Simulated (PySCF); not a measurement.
Au(59+): ionisation energy

Au(59+) [Ar] 3d2 [3d3/2^2, M_J = 2] → Au(60+) [Ar] 3d1 [3d3/2^1, M_J = 3/2], as a difference of total energies. Calculation: PySCF 2.14, in an uncontracted even-tempered set (15 s from 18 bohr⁻², ratio 2.8; 12 p from 24 bohr⁻², ratio 2.8; 8 d from 24 bohr⁻², ratio 2.8; 3 f from 74 bohr⁻², ratio 3); the two-component X2C-1e Hamiltonian. Correlated levels: [Ne] frozen; the 72 highest virtual spinors dropped. "Screened" scales the spin-orbit matrix elements by Boettger's factors to mimic the two-electron term; Breit and QED terms are absent.

| method | ionisation energy (eV) |
| --- | --- |
| GHF (spin-free) | 6103.0 |
| GMP2 (spin-free) | 6102.5 |
| GHF (screened spin-orbit) | 6159.5 |
| GMP2 (screened spin-orbit) | 6159.3 |

Breit and QED terms and the two-electron picture change are absent.

The spin-free rows relax to the high-spin LS determinant and lack the spin-orbit shift.

The labels give the starting determinants; with spin-orbit coupling the two ends relaxed to ⟨J²⟩ = 6.01, ⟨L²⟩ = 10.11, ⟨S²⟩ = 1.55 and ⟨J²⟩ = 3.75, ⟨L²⟩ = 6.08, ⟨S²⟩ = 0.83.

For comparison: 6156 ± 7 eV (theoretical estimate listed by NIST; NIST Atomic Spectra Database, ionization energies).
